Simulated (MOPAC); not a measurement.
A run for MOPAC: PM7 on GaH5Si (SMILES [SiH3][GaH2]), a point of a bond scan (R = 2.604 Å).

```
PM7 1SCF PRECISE CHARGE=0 THREADS=1
GaH5Si

Ga     0.02140487 1    -0.38021066 1    -0.73000771 1
H     -1.28898464 1    -0.51608025 1    -1.59458557 1
H      1.35851094 1    -0.96271666 1    -1.32506357 1
Si    -0.03927517 1     0.73299862 1     1.42129057 1
H     -0.05542902 1     3.30790476 1     1.03651868 1
H      1.13421429 1     0.41105666 1     2.27100573 1
H     -1.26893307 1     0.38791648 1     2.17939368 1
```

Output:

```
*******************************************************************************
 **                                                                           **
 **                              MOPAC v23.2.5                                **
 **                                                                           **
 *******************************************************************************
 ** MOPAC's Digital Object Identifier: https://doi.org/10.5281/zenodo.6511958 **
 **                                                                           **
 ** Please cite the open-source release paper for use of this MOPAC version:  **
 ** J. E. Moussa and J. J. P. Stewart (2026)                                  **
 ** MOPAC: An open-source semiempirical molecular orbital program             **
 ** J. Open Source Softw., 11(119), 8025, https://doi.org/10.21105/joss.08025 **
 *******************************************************************************

                              PM7 CALCULATION RESULTS

 *******************************************************************************
 *  PM7        - The PM7 Hamiltonian to be used
 *
 *
 *
 *                 CHARGE ON SYSTEM = 0
 *
 *
 *
 *  PRECISE    - TIGHTER CRITERIA TO BE USED
 *  1SCF       - DO 1 SCF AND THEN STOP
 *  THREADS=1  - MULTI-THREADING NOT USED
 *  T=         - A TIME OF 172800.0 SECONDS REQUESTED
 *  DUMP=N     - RESTART FILE WRITTEN EVERY 7200.0 SECONDS REQUESTED
 *******************************************************************************
PM7 1SCF PRECISE CHARGE=0 THREADS=1
 GaH5Si

   ATOM   CHEMICAL          X               Y               Z
  NUMBER   SYMBOL      (ANGSTROMS)     (ANGSTROMS)     (ANGSTROMS)

     1      Ga          0.02140487  *  -0.38021066  *  -0.73000771  *
     2       H         -1.28898464  *  -0.51608025  *  -1.59458557  *
     3       H          1.35851094  *  -0.96271666  *  -1.32506357  *
     4      Si         -0.03927517  *   0.73299862  *   1.42129057  *
     5       H         -0.05542902  *   3.30790476  *   1.03651868  *
     6       H          1.13421429  *   0.41105666  *   2.27100573  *
     7       H         -1.26893307  *   0.38791648  *   2.17939368  *



          CARTESIAN COORDINATES

    NO.       ATOM           X           Y           Z

     1        Ga          0.0214     -0.3802     -0.7300
     2         H         -1.2890     -0.5161     -1.5946
     3         H          1.3585     -0.9627     -1.3251
     4        Si         -0.0393      0.7330      1.4213
     5         H         -0.0554      3.3079      1.0365
     6         H          1.1342      0.4111      2.2710
     7         H         -1.2689      0.3879      2.1794

 General Reference for PM7:
 "Optimization of Parameters for Semiempirical Methods VI: More Modifications to the
 NDDO Approximations and Re-optimization of Parameters", J. J. P. Stewart, J. Mol. Mod., 1:32, 19 (2013)
 https://link.springer.com/article/10.1007/s00894-012-1667-x

           Empirical Formula: H5 Ga Si  =     7 atoms



      MOLECULAR POINT GROUP   :   C1


      RHF CALCULATION, NO. OF DOUBLY OCCUPIED LEVELS = 6


 -------------------------------------------------------------------------------
 PM7 1SCF PRECISE CHARGE=0 THREADS=1
 GaH5Si



     1SCF WAS SPECIFIED, SO BFGS WAS NOT USED
     SCF FIELD WAS ACHIEVED


                              PM7 CALCULATION
                                                       MOPAC v23.2.5 Linux




          FINAL HEAT OF FORMATION =        102.22737 KCAL/MOL =     427.71930 KJ/MOL


          COSMO AREA              =        118.03 SQUARE ANGSTROMS
          COSMO VOLUME            =        104.04 CUBIC ANGSTROMS

          IONIZATION POTENTIAL    =          8.427019 EV
          HOMO LUMO ENERGIES (EV) =         -8.427 -0.883
          NO. OF FILLED LEVELS    =          6
          MOLECULAR WEIGHT        =        102.8600         POINT GROUP:  C1

          MOLECULAR DIMENSIONS (Angstroms)

            Atom       Atom       Distance
            H     5    H     3     5.08080
            H     6    H     2     4.24945
            H     7    H     5     2.93513


          SCF CALCULATIONS        =          1





   ATOM   CHEMICAL          X               Y               Z
  NUMBER   SYMBOL      (ANGSTROMS)     (ANGSTROMS)     (ANGSTROMS)

     1      Ga          0.02140487  *  -0.38021066  *  -0.73000771  *
     2       H         -1.28898464  *  -0.51608025  *  -1.59458557  *
     3       H          1.35851094  *  -0.96271666  *  -1.32506357  *
     4      Si         -0.03927517  *   0.73299862  *   1.42129057  *
     5       H         -0.05542902  *   3.30790476  *   1.03651868  *
     6       H          1.13421429  *   0.41105666  *   2.27100573  *
     7       H         -1.26893307  *   0.38791648  *   2.17939368  *

                             CARTESIAN COORDINATES

   1   Ga        0.021404870    -0.380210660    -0.730007710
   2    H       -1.288984640    -0.516080250    -1.594585570
   3    H        1.358510940    -0.962716660    -1.325063570
   4   Si       -0.039275170     0.732998620     1.421290570
   5    H       -0.055429020     3.307904760     1.036518680
   6    H        1.134214290     0.411056660     2.271005730
   7    H       -1.268933070     0.387916480     2.179393680


           Empirical Formula: H5 Ga Si  =     7 atoms



      MOLECULAR POINT GROUP   :   C1


                  EIGENVALUES
 -20.20666 -15.23068 -12.06524 -10.73822  -9.55361  -8.42702  -0.88300   1.09134
   1.42197   2.83441   3.40990   4.95919   7.20955  20.73016  20.73900  21.00535
  21.45940  21.66423


              NET ATOMIC CHARGES AND DIPOLE CONTRIBUTIONS

  ATOM NO.   TYPE          CHARGE      No. of ELECS.   s-Pop       p-Pop       d-Pop
    1         Ga          -0.009927        3.0099     1.21489     1.79504
    2          H           0.020303        0.9797     0.97970
    3          H           0.021570        0.9784     0.97843
    4         Si          -0.103742        4.1037     0.94258     3.08464     0.07652
    5          H           0.076675        0.9233     0.92333
    6          H          -0.002349        1.0023     1.00235
    7          H          -0.002531        1.0025     1.00253
 DIPOLE           X         Y         Z       TOTAL
 POINT-CHG.     0.016     0.712    -0.637     0.955
 HYBRID         0.002    -0.120    -0.200     0.233
 SUM            0.018     0.592    -0.837     1.025


          ATOMIC ORBITAL ELECTRON POPULATIONS

     Atom    s        px        py        pz      x^2-y^2     xz        z^2       yz        xy
    1 Ga   1.21489   0.89366   0.21026   0.69112
    2  H   0.97970
    3  H   0.97843
    4 Si   0.94258   0.99552   1.06061   1.02851   0.01843   0.02968   0.01115   0.01230   0.00496
    5  H   0.92333
    6  H   1.00235
    7  H   1.00253

 **********************
 *                    *
 * JOB ENDED NORMALLY *
 *                    *
 **********************




 == MOPAC DONE ==
```

The run finished.

Cost: around 0.020 core-seconds (rough).
